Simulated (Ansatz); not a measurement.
System: C5H5S, charge -1, multiplicity 1. It need not be the lowest isomer of its formula. Whether it binds its extra electron was not tested at this geometry. SMILES: [CH2-]c1cccs1
Coordinates optimised at B3LYP-D3(BJ)/def2-TZVP (Ansatz, a program for electronic structure):
```xyz
11

C     -2.2544    -0.2494    -0.1019
C     -0.8912    -0.2273     0.0994
C     -0.0648    -0.9399     1.0096
C      1.3073    -0.6412     0.9122
C      1.6459     0.2858    -0.0382
S      0.1856     0.8281    -0.8683
H     -2.8786    -0.8986     0.4997
H     -2.7354     0.3659    -0.8494
H     -0.4791    -1.6509     1.7130
H      2.0528    -1.1122     1.5466
H      2.6133     0.6773    -0.3033
```
Charge -1, spin multiplicity 1.

Parts of the frozen-core correlation energy in cc-pV(D+d)Z (Ansatz, hartree). Frozen orbitals: 10; correlated occupied orbitals by spin: 16 and 16; virtual: 92 and 92. Spin-orbit coupling is left out. Non-relativistic.

```json
[
 {"term": "reference (HF)", "value": "-589.72174"},
 {"term": "MP2 opposite-spin", "value": "[?]"},
 {"term": "MP2 same-spin", "value": "[?]"},
 {"term": "CCSD correlation", "value": "-0.85349"},
 {"term": "(T)", "value": "[?]"},
 {"term": "T1 diagnostic", "value": "0.015"},
 {"term": "largest doubles amplitude", "value": "0.069"}
]
```

Q: Some entries are withheld; supply them.

A: 
- MP2 opposite-spin, value: -0.59691
- MP2 same-spin, value: -0.21507
- (T), value: -0.03751
